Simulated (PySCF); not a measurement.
**Polarisability as a sum over states**

Species: C8H10BF.
Structure used (PBE0-D3(BJ)/def2-SVP), in Å, numbered top down from 1:
```
atom  x, y, z in Å
C1    -2.3612    1.0691   -0.2930
B2    -1.4178   -0.1659   -0.0232
C3    -2.0118   -1.5822    0.3383
C4     0.1398    0.0177   -0.1101
C5     1.0240   -1.0520    0.1299
C6     2.4044   -0.9060    0.0477
C7     2.9218    0.3419   -0.2825
F8     4.2397    0.4948   -0.3723
C9     2.0960    1.4345   -0.5229
C10    0.7193    1.2595   -0.4348
H11   -3.4321    0.8216   -0.2895
H12   -2.1926    1.8377    0.4835
H13   -2.1239    1.5639   -1.2504
H14   -1.5993   -1.9560    1.2917
H15   -3.1084   -1.6022    0.4085
H16   -1.7081   -2.3239   -0.4223
H17    0.6214   -2.0345    0.3881
H18    3.0882   -1.7365    0.2327
H19    2.5438    2.3975   -0.7753
H20    0.0739    2.1203   -0.6268
```

Theory: PySCF, TDDFT CAM-B3LYP/def2-SVPD, vertical, gas phase, core orbitals frozen in the response.

Excitation energies and transition dipoles (atomic units, axes of the coordinates) of those of the lowest 10 singlets that add 0.02 au or more to the mean polarisability:

```
state  ΔE (hartree)      μx      μy      μz
   S1        0.1882   0.014  -0.113   0.028
   S2        0.1971  -1.375  -0.159   0.083
   S5        0.2357  -0.150   1.201  -0.295
   S6        0.2474   1.730   0.198  -0.104
```

Question: What does each state add to αxx, αyy and αzz, and how do the sums compare with the full static tensor?

Answer: Each state adds 2 μα² / ΔE.

```json
{"state": "S1", "αxx (au)": "0.00", "αyy (au)": "0.14", "αzz (au)": "0.01"}
{"state": "S2", "αxx (au)": "19.18", "αyy (au)": "0.26", "αzz (au)": "0.07"}
{"state": "S5", "αxx (au)": "0.19", "αyy (au)": "12.24", "αzz (au)": "0.74"}
{"state": "S6", "αxx (au)": "24.18", "αyy (au)": "0.32", "αzz (au)": "0.09"}
{"state": "all 10 states", "αxx (au)": "43.6", "αyy (au)": "12.9", "αzz (au)": "0.9"}
{"state": "full response", "αxx (au)": "141.4", "αyy (au)": "111.1", "αzz (au)": "71.1"}
{"state": "share (%)", "αxx (au)": "31", "αyy (au)": "12", "αzz (au)": "1"}
```

The rest comes from the higher roots of the same response equations.

Question: Give the full tensor and its principal values.

Answer: In au, rows and columns x, y, z:
```
x   141.4   2.9  -3.1
y     2.9 111.1 -10.5
z    -3.1 -10.5  71.1
```
Principal values 68.5, 113.2 and 141.9 au; mean 107.9 au (15.99 Å³).

Question: By how much does the contribution of these states grow at 532 nm?

Answer: With ω = 0.0856 hartree each state's term in the mean polarisability goes from f / ΔE² to f / (ΔE² − ω²), f = (2/3) ΔE |μ|²; the sum over all 10 states goes from 19.15 to 22.46 au, a rise of 3.31 au.

A one-level model with all 52 active electrons at a single energy would need ΔE = √(N/α) = 18.9 eV to give this α, against S1 at 5.12 eV.
